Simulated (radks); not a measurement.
The germanium anion Ge4-, [Kr], held by a Watson sphere: a shell of charge +4 at radius R that stands for the Madelung well of a crystal (potential energy -4/R inside, -4/r outside, in hartree with lengths in bohr). Calculated with a radial shooting solver on a logarithmic mesh with Libxc functionals: scalar-relativistic Kohn-Sham, LB94 model potential, spin-polarised, spherical densities, finite nucleus; Fermi nuclear charge, rms radius of each element as measured or else 0.836 A^(1/3) + 0.57 fm. Response by self-consistent Sternheimer equations with the Hartree and adiabatic LDA kernel, the relativistic mass of each level held fixed and spin-orbit coupling left out. The sphere does not respond.

R (bohr)  e(3d) (eV)  e(4s) (eV)  e(4p) (eV)  <r> 4p (bohr)  sum of <r^2> (bohr^2)  X-ray form factor at sin(theta)/lambda = 0.1 1/angstrom  alpha (bohr^3)
2.34         -37.165     -19.174     -11.093          2.614                  68.47                                                   31.918           43.83
2.44         -36.741     -18.687     -10.798          2.668                  70.72                                                   31.824           47.57
3.35         -34.588     -15.288      -8.392          3.169                  93.21                                                   31.036           100.1
3.4          -34.514     -15.148      -8.278          3.196                  94.54                                                   30.997           104.1
3.65         -34.171     -14.512      -7.736          3.334                  101.3                                                   30.815           126.9
4.63         -33.149     -12.789      -6.042          3.866                  130.7                                                   30.253           262.2
5.06         -32.814     -12.307      -5.479          4.095                  145.1                                                   30.082           350.8
5.25         -32.683     -12.129      -5.258          4.194                  151.8                                                   30.020           397.0
